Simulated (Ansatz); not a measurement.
Consider the formal hydrolysis of a B–F bond: `C#CB(F)F` + H₂O → `C#CB(O)F` + H–F.

Computed with Ansatz on PBE0-D4/def2-TZVP structures; ΔE is electronic, products minus reactants. CCSD(T)/CBS is the MP2 limit (def2-TZVPP, def2-QZVPP) plus CCSD(T) − MP2 in def2-TZVPP, frozen cores. This one scheme is used for every species. Functionals use def2-TZVPP. Each species was taken in one conformer, which may not be the lowest.

```csv
level,ΔE (kJ/mol)
PBE0-D4,6.2
r2SCAN,9.8
PBE0,7.3
r2SCANh,9.3
LC-ωPBE,8.0
HF/def2-TZVPP,15.3
HF/CBS(def2),15.9
CCSD/CBS(def2),8.2
```

Q: What does CCSD(T)/CBS give? (Best estimate.)

A: The calculation gave: +7.1 kJ/mol. The listed levels differ from it by -0.9, 2.7, 0.2, 2.2, 0.9, 8.2, 8.8, 1.1 kJ/mol.

Largest T1 diagnostic among the species: 0.014.

In def2-TZVPP, CCSD(T) changes the Hartree–Fock value by −7.3 kJ/mol (the triples alone add −1.0 kJ/mol) and MP2 by −9.4 kJ/mol. Leaving LDA and LC-ωPBE aside and taking each functional with its dispersion term where it has one, the values, not all of them listed here, spread over 7.2 kJ/mol, from revPBE-D4 to B97M-V. LDA lies −5.1 kJ/mol from PBE without D4.
